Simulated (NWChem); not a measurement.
System: Si2H6O3; SMILES O[SiH2]O[SiH2]O

Input file for NWChem:

```
start job
memory heap 200 mb stack 900 mb global 1100 mb
geometry units angstroms noautosym nocenter noautoz
  O     -1.555674     0.107330    -1.123801
  Si    -1.578061     0.036907     0.546559
  O     -0.042850    -0.395923     1.108260
  Si     1.461999     0.037118     0.528357
  O      1.391435     0.211584    -1.157089
  H     -0.706832     0.465974    -1.460235
  H     -1.930109     1.357770     1.174156
  H     -2.550261    -1.025480     0.945728
  H      2.433026    -1.036881     0.915653
  H      1.859216     1.388706     1.029801
  H      1.438504    -0.629139    -1.647795
end
basis spherical
  O library def2-svp
  Si library def2-svp
  H library def2-svp
end
dft
  xc b3lyp
  iterations 150
  mulliken
end
task dft energy
esp
  recalculate
  probe 0.07
  range 0.3
  factor 1.0
  spacing 0.02
end
task esp
```

Output (shortened):

```
             Northwest Computational Chemistry Package (NWChem) 7.3.0
             --------------------------------------------------------

                             Geometry "geometry" -> ""
                             -------------------------

 Output coordinates in angstroms (scale by  1.889725989 to convert to a.u.)

  No.       Tag          Charge          X              Y              Z
 ---- ---------------- ---------- -------------- -------------- --------------
    1 O                    8.0000    -1.55567400     0.10733000    -1.12380100
    2 Si                  14.0000    -1.57806100     0.03690700     0.54655900
    3 O                    8.0000    -0.04285000    -0.39592300     1.10826000
    4 Si                  14.0000     1.46199900     0.03711800     0.52835700
    5 O                    8.0000     1.39143500     0.21158400    -1.15708900
    6 H                    1.0000    -0.70683200     0.46597400    -1.46023500
    7 H                    1.0000    -1.93010900     1.35777000     1.17415600
    8 H                    1.0000    -2.55026100    -1.02548000     0.94572800
    9 H                    1.0000     2.43302600    -1.03688100     0.91565300
   10 H                    1.0000     1.85921600     1.38870600     1.02980100
   11 H                    1.0000     1.43850400    -0.62913900    -1.64779500

 Effective nuclear repulsion energy (a.u.)     318.1173192270

                                 NWChem DFT Module
                                 -----------------

 Summary of "ao basis" -> "ao basis" (spherical)
 ------------------------------------------------------------------------------
       Tag                 Description            Shells   Functions and Types
 ---------------- ------------------------------  ------  ---------------------
 O                          def2-svp                 6       14   3s2p1d
 Si                         def2-svp                 8       18   4s3p1d
 H                          def2-svp                 3        5   2s1p

            General Information
            -------------------
          SCF calculation type: DFT
          Wavefunction type:  closed shell.
          No. of atoms     :    11
          No. of electrons :    58
           Alpha electrons :    29
            Beta electrons :    29
          Charge           :     0
          Spin multiplicity:     1
          Use of symmetry is: off; symmetry adaption is: off
          Maximum number of iterations: 150
          AO basis - number of functions:   108
                     number of shells:    52
          Convergence on energy requested:  1.00D-06
          Convergence on density requested:  1.00D-05
          Convergence on gradient requested:  5.00D-04

              XC Information
              --------------
                         B3LYP Method XC Potential
                     Hartree-Fock (Exact) Exchange  0.200
                        Slater Exchange Functional  0.800 local
                    Becke 1988 Exchange Functional  0.720 non-local
              Lee-Yang-Parr Correlation Functional  0.810
                  VWN I RPA Correlation Functional  0.190 local

             Grid Information
             ----------------
          Grid used for XC integration:  medium
          Radial quadrature: Mura-Knowles
          Angular quadrature: Lebedev.
          Tag              B.-S. Rad. Rad. Pts. Rad. Cut. Ang. Pts.
          ---              ---------- --------- --------- ---------
          O                   0.60       49          12.0       434
          Si                  1.10       88          11.0       590
          H                   0.35       45          12.0       434
          Grid pruning is: on
          Number of quadrature shells:   593
          Spatial weights used:  Erf1

      Superposition of Atomic Density Guess
      -------------------------------------

 Sum of atomic energies:        -804.54622433

      Non-variational initial energy
      ------------------------------

 Total energy =    -806.036599
 1-e energy   =   -1746.440745
 2-e energy   =     622.286827
 HOMO         =      -0.371117
 LUMO         =       0.050862

     ---------------------------------------------
      Total Density - Mulliken Population Analysis
     ---------------------------------------------

    Atom       Charge   Shell Charges
 -----------   ------   -------------------------------------------------------
    1 O    8     8.79   1.99  1.11  0.64  3.08  1.96  0.00
    2 Si  14    12.87   2.00  1.99  0.91  0.19  5.93  0.91  0.67  0.27
    3 O    8     8.96   1.99  1.11  0.68  3.11  2.07  0.00
    4 Si  14    12.87   2.00  1.99  0.91  0.19  5.93  0.91  0.67  0.27
    5 O    8     8.78   1.99  1.10  0.65  3.06  1.97  0.00
    6 H    1     0.66   0.51  0.09  0.06
    7 H    1     1.11   0.70  0.40  0.01
    8 H    1     1.10   0.70  0.39  0.01
    9 H    1     1.10   0.70  0.39  0.01
   10 H    1     1.11   0.70  0.40  0.01
   11 H    1     0.65   0.51  0.07  0.06

   convergence    iter        energy       DeltaE   RMS-Dens  Diis-err
 ---------------- ----- ----------------- --------- --------- ---------
 d= 0,ls=0.0,diis     1   -807.9902259262 -1.13D+03  1.49D-02  1.09D+00
 d= 0,ls=0.0,diis     2   -807.9028291644  8.74D-02  8.23D-03  2.18D+00
 d= 0,ls=0.0,diis     3   -808.1100305326 -2.07D-01  1.18D-03  2.89D-02
 d= 0,ls=0.0,diis     4   -808.1123864539 -2.36D-03  4.70D-04  3.52D-03
 d= 0,ls=0.0,diis     5   -808.1126340203 -2.48D-04  1.67D-04  1.23D-03
  Resetting Diis
 d= 0,ls=0.0,diis     6   -808.1127498235 -1.16D-04  2.73D-05  7.27D-06
 d= 0,ls=0.0,diis     7   -808.1127507454 -9.22D-07  7.38D-06  3.15D-07

         Total DFT energy =     -808.112750745408
      One electron energy =    -1750.208584989175
           Coulomb energy =      693.994366542136
    Exchange-Corr. energy =      -70.015851525374
 Nuclear repulsion energy =      318.117319227005

 Numeric. integr. density =       57.999992095560

                       DFT Final Molecular Orbital Analysis
                       ------------------------------------

 Vector   27  Occ=2.000000D+00  E=-3.330235D-01
              MO Center= -1.3D-02, -7.6D-02,  3.8D-02, r^2= 4.4D+00
   Bfn.  Coefficient  Atom+Function         Bfn.  Coefficient  Atom+Function
  ----- ------------  ---------------      ----- ------------  ---------------
    38      0.345440   3 O  pz                6      0.266777   1 O  pz
    41      0.256493   3 O  pz                4      0.219469   1 O  px
     9      0.179538   1 O  pz               69     -0.180276   5 O  py
    94     -0.179285   9 H  s                70      0.162554   5 O  pz
     7      0.159899   1 O  px               95     -0.146849   9 H  s

 Vector   28  Occ=2.000000D+00  E=-3.211679D-01
              MO Center= -1.6D-01,  6.6D-02,  1.5D-01, r^2= 4.1D+00
   Bfn.  Coefficient  Atom+Function         Bfn.  Coefficient  Atom+Function
  ----- ------------  ---------------      ----- ------------  ---------------
     5      0.344305   1 O  py               37     -0.312086   3 O  py
     8      0.259978   1 O  py               40     -0.241471   3 O  py
    38     -0.211299   3 O  pz               99      0.208541  10 H  s
     4     -0.190849   1 O  px              100      0.183735  10 H  s
    41     -0.160020   3 O  pz               94     -0.146267   9 H  s

 Vector   29  Occ=2.000000D+00  E=-2.993524D-01
              MO Center= -1.3D+00,  1.9D-01,  3.3D-01, r^2= 3.8D+00
   Bfn.  Coefficient  Atom+Function         Bfn.  Coefficient  Atom+Function
  ----- ------------  ---------------      ----- ------------  ---------------
     5      0.357527   1 O  py               84     -0.283905   7 H  s
    85     -0.266083   7 H  s                 8      0.262254   1 O  py
    37      0.260298   3 O  py               89      0.214503   8 H  s
    90      0.205092   8 H  s                40      0.188321   3 O  py
    23     -0.152717   2 Si py              100     -0.098982  10 H  s

[...]

                     NWChem Electrostatic Potential Fit Module
                     -----------------------------------------

 Atom parameters

 Number of atoms is                                   11
 Number of basis functions is                        108

 Grid parameters

 Maximum number of grid points is                  45815
 Number of grid points is                          45814
 Grid range                                     0.300000 nm
 Grid spacing                                   0.020000 nm
 Probe radius                                   0.070000 nm
 Atom radius factor                             1.000000

 Atomic radii

    1    0.100000
    8    0.136000
   14    0.187000
 FASTESP  F
  using M.O. file = ./job.movecs

    Atom              Coordinates                           Charge

                                                  ESP

    1 O    -0.155567    0.010733   -0.112380   -0.714685
    2 Si   -0.157806    0.003691    0.054656    0.989908
    3 O    -0.004285   -0.039592    0.110826   -0.636055
    4 Si    0.146200    0.003712    0.052836    0.938413
    5 O     0.139144    0.021158   -0.115709   -0.695816
    6 H    -0.070683    0.046597   -0.146024    0.415116
    7 H    -0.193011    0.135777    0.117416   -0.203365
    8 H    -0.255026   -0.102548    0.094573   -0.161318
    9 H     0.243303   -0.103688    0.091565   -0.173711
   10 H     0.185922    0.138871    0.102980   -0.158320
   11 H     0.143850   -0.062914   -0.164780    0.399832
                                            ------------
                                               -0.000000

 Dipole moment                                  0.695538

 Quadrupole moment Qxx                         -0.416322
                   Qyy                         -0.264848
                   Qzz                          0.681170

 RMS deviation kJ/mol                           0.057652

 RRMS %                                        28.775712
```

Level: B3LYP/def2-SVP. All runs use the structure optimised with PBE-D3(BJ)/def2-SVP. B3LYP is NWChem's, with the RPA form of VWN correlation.
